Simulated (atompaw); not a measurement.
What the settings do to the PAW (atompaw) potential of Cs (Z = 55)

Base potential:

atompaw 4.2.0.5 input, output lines left out:

```
Cs 55
LDA-PW scalarrelativistic loggrid 2001 logderivrange -4 5 226
6 6 5 0 0 0
6 0 0.75
6 1 0.25
5 2 0
0 0 0
c
c
c
c
v
v
c
c
c
v
v
c
c
v
2
3.00 2.35 2.00 2.00
n
n
y
2.6
n
bloechl sinc
bessel
```

All-electron outer shells of the reference configuration (LDA (PW92), scalar-relativistic, ld1.x):

```json
{"shell": "4p", "level (eV)": "-160.82", "outermost node (bohr)": "0.36", "outermost maximum (bohr)": "0.67"}
{"shell": "4d", "level (eV)": "-74.59", "outermost node (bohr)": "0.33", "outermost maximum (bohr)": "0.72"}
{"shell": "5s", "level (eV)": "-27.23", "outermost node (bohr)": "0.82", "outermost maximum (bohr)": "1.54"}
{"shell": "5p", "level (eV)": "-13.93", "outermost node (bohr)": "0.89", "outermost maximum (bohr)": "1.76"}
{"shell": "6s", "level (eV)": "-2.40", "outermost node (bohr)": "2.10", "outermost maximum (bohr)": "4.62"}
{"shell": "6p", "level (eV)": "-0.95", "outermost node (bohr)": "2.60", "outermost maximum (bohr)": "6.64"}
{"shell": "5d", "level (eV)": "-0.68", "outermost node (bohr)": "1.06", "outermost maximum (bohr)": "3.34"}
```

Cutoffs, loose and tight: the cutoffs (Ry, on a coarse ladder) from which the occupation-weighted sum of valence levels, in a spherical-Bessel basis at the reference potential, stays within 10 and 1 mRy of its value at 400 Ry. They see the waves, projectors and local potential, not the compensation charge or the core. A dash means not determined.

A true bound ghost makes a file unfit for plane-wave use even where its test errors are small: the radial tests pick states by their node count and pass the ghost by.

| change | outcome | cutoff, loose | cutoff, tight | bound ghosts |
| --- | --- | --- | --- | --- |
| base | generated | 12 Ry | 15 Ry | none |
| all radii scaled by about 0.76 (s 1.74, p 1.78, d 2.28 bohr); local potential bessel scheme, radius 1.52 bohr; augmentation sinc compensation charge, radius 1.78 bohr; PAW radius 2.28 bohr; waves and projectors: bloechl; core correction smooth core density matched at 1.52 bohr | generated | 12 Ry | 21 Ry | p |
| all radii scaled by about 0.83 (s 1.92, p 1.96, d 2.50 bohr); local potential bessel scheme, radius 1.66 bohr; augmentation sinc compensation charge, radius 1.96 bohr; PAW radius 2.50 bohr; waves and projectors: bloechl; core correction smooth core density matched at 1.66 bohr | failed: atompaw: terminating projector 1000 | – | – | – |
| all radii scaled by about 0.96 (s 2.22, p 2.26, d 2.90 bohr); local potential bessel scheme, radius 1.92 bohr; augmentation sinc compensation charge, radius 2.26 bohr; PAW radius 2.90 bohr; waves and projectors: bloechl; core correction smooth core density matched at 1.92 bohr | generated | 12 Ry | 15 Ry | none |
| all radii scaled by about 1.04 (s 2.38, p 2.44, d 3.10 bohr); local potential bessel scheme, radius 2.08 bohr; augmentation sinc compensation charge, radius 2.44 bohr; PAW radius 3.10 bohr; waves and projectors: bloechl; core correction smooth core density matched at 2.08 bohr | generated | 12 Ry | 15 Ry | none |
| all radii scaled by about 1.13 (s 2.60, p 2.66, d 3.40 bohr); local potential bessel scheme, radius 2.26 bohr; augmentation sinc compensation charge, radius 2.66 bohr; PAW radius 3.40 bohr; waves and projectors: bloechl; core correction smooth core density matched at 2.26 bohr | generated | 10 Ry | 12 Ry | none |
| all radii scaled by about 1.22 (s 2.80, p 2.86, d 3.66 bohr); local potential bessel scheme, radius 2.44 bohr; augmentation sinc compensation charge, radius 2.86 bohr; PAW radius 3.66 bohr; waves and projectors: bloechl; core correction smooth core density matched at 2.44 bohr | generated | 10 Ry | 12 Ry | none |
| all radii scaled by about 1.29 (s 2.96, p 3.02, d 3.86 bohr); local potential bessel scheme, radius 2.58 bohr; augmentation sinc compensation charge, radius 3.02 bohr; PAW radius 3.86 bohr; waves and projectors: bloechl; core correction smooth core density matched at 2.58 bohr | generated | 10 Ry | 12 Ry | none |

What comes out with this change to the base: all radii scaled by about 0.89 (s 2.04, p 2.08, d 2.66 bohr); local potential bessel scheme, radius 1.78 bohr; augmentation sinc compensation charge, radius 2.08 bohr; PAW radius 2.66 bohr; waves and projectors: bloechl; core correction smooth core density matched at 1.78 bohr?

outcome: generated; cutoff, loose: 12 Ry; cutoff, tight: 21 Ry; bound ghosts: none.

Reading the sweep of the scale of all radii (base = 1) (base included, trends over the rows without a ghost): The loose cutoff stays near 12 Ry. Bound ghosts are found at 0.76. The generation fails at 0.83.
